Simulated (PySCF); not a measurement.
Job file and geometry (Å, from GFN2-xTB) of an NMR shielding run on SMILES C/C(=C\B(F)F)B(F)F, C3H4B2F4, GIAO PBE0/pcSseg-1 NMR shielding, non-relativistic, gas phase (PySCF 2.14.0, density-fitted response routines); density fitting, a coarse starting grid and PySCF grid level 2 are the driver's defaults:

```
$ OMP_NUM_THREADS=1 python probes_run.py task.json out

{"job": {"kind": "nmr", "xc": "PBE0", "basis": "pcSseg-1"}, "charge": 0, "multiplicity": 1}
C     -0.583074     1.310113    -0.179966
C     -0.441763    -0.158450     0.093321
C      0.756189    -0.784818     0.048628
B      2.131118    -0.145471    -0.274331
F      3.240041    -0.859815    -0.285921
F      2.319234     1.129411    -0.559506
B     -1.730076    -0.979805     0.438987
F     -1.706499    -2.271442     0.694321
F     -2.929965    -0.440404     0.499987
H      0.017768     1.884271     0.522338
H     -1.620401     1.619731    -0.097043
H     -0.219745     1.543957    -1.178491
H      0.762786    -1.846793     0.259947
```

Problem. Write the output of this run.

Solution. 
```
coarse grid: 12256 points
cycle   1  E = -565.2219584879  dE =  1.097e+00  |g| = 8.536e-01  |ddm| = 3.226e+00
cycle   2  E = -565.1314434578  dE =  9.052e-02  |g| = 1.197e+00  |ddm| = 1.044e+00
cycle   3  E = -565.3396897443  dE = -2.082e-01  |g| = 7.055e-02  |ddm| = 6.188e-01
cycle   4  E = -565.3406920702  dE = -1.002e-03  |g| = 3.139e-02  |ddm| = 8.022e-02
cycle   5  E = -565.3409202752  dE = -2.282e-04  |g| = 9.314e-03  |ddm| = 2.979e-02
cycle   6  E = -565.3409386821  dE = -1.841e-05  |g| = 3.315e-03  |ddm| = 8.880e-03
cycle   7  E = -565.3409414407  dE = -2.759e-06  |g| = 3.764e-04  |ddm| = 2.896e-03
final grid: 123944 points
cycle   8  E = -565.4103923948  dE = -9.112e-05  |g| = 6.501e-03  |ddm| = 2.473e-02
cycle   9  E = -565.4103914088  dE =  9.859e-07  |g| = 6.695e-03  |ddm| = 9.378e-03
cycle  10  E = -565.4104020051  dE = -1.060e-05  |g| = 5.339e-04  |ddm| = 5.028e-03
cycle  11  E = -565.4104020366  dE = -3.154e-08  |g| = 3.713e-04  |ddm| = 6.075e-04
cycle  12  E = -565.4104020664  dE = -2.980e-08  |g| = 7.555e-05  |ddm| = 3.059e-04
cycle  13  E = -565.4104020677  dE = -1.262e-09  |g| = 2.974e-05  |ddm| = 7.983e-05
cycle  14  E = -565.4104020678  dE = -1.560e-10  |g| = 5.127e-06  |ddm| = 2.045e-05
converged SCF energy = -565.4104020678

GIAO shielding tensors (ppm)
atom      isotropic    diamagn.    paramagn.     s11        s22        s33       span
  0 C      166.590     248.540     -81.950    148.870    167.361    183.539     34.668
  1 C       14.649     259.593    -244.944   -109.340    -18.500    171.788    281.128
  2 C       38.688     257.931    -219.242    -87.311     36.327    167.049    254.361
  3 B       77.931     194.026    -116.095     70.043     79.947     83.802     13.759
  4 F      243.364     466.185    -222.821     85.502    290.686    353.905    268.404
  5 F      244.431     470.383    -225.951     93.909    267.745    371.641    277.732
  6 B       78.288     195.214    -116.926     72.322     79.196     83.346     11.023
  7 F      263.106     468.300    -205.194     93.068    304.898    391.352    298.284
  8 F      256.658     467.455    -210.797     89.419    291.947    388.608    299.189
  9 H       29.372      30.190      -0.818     25.192     28.740     34.185      8.993
 10 H       29.396      30.025      -0.630     24.513     29.667     34.007      9.494
 11 H       29.364      30.197      -0.833     25.174     28.754     34.164      8.990
 12 H       24.636      32.261      -7.625     21.350     23.005     29.553      8.203
```

Size and cost of the density-fitted run: 173 basis functions, 69 s wall time (59 s CPU) on 1 thread of an Intel Xeon, shared host; peak memory 0.76 GiB.
